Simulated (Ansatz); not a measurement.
Ansatz results at the PBE0-D4/def2-TZVP geometry: HOMO energy (B3LYP/def2-TZVPP) -5.46 eV; size of the dipole moment (PBE/def2-TZVPP) 2.13 D; size of the dipole moment (ωB97M-V/def2-TZVPP) 2.38 D.

Each molecule was computed in one conformer, which needn't be the lowest.

**Question.** Which molecule gave them?
A. `N[SiH](F)CCl`
B. `I[CH2][Al]1[CH2][CH2]1`
C. `[GeH3][SiH]1CS1`
D. `C=C(I)[CH2][AlH2]`

**Answer.** B. The others give `N[SiH](F)CCl`: -7.81, 1.62, 1.61; `[GeH3][SiH]1CS1`: -6.62, 1.61, 1.79; `C=C(I)[CH2][AlH2]`: -6.86, 1.76, 1.77.

B3LYP here is the variant with VWN-RPA as its local correlation; programs differ in this.
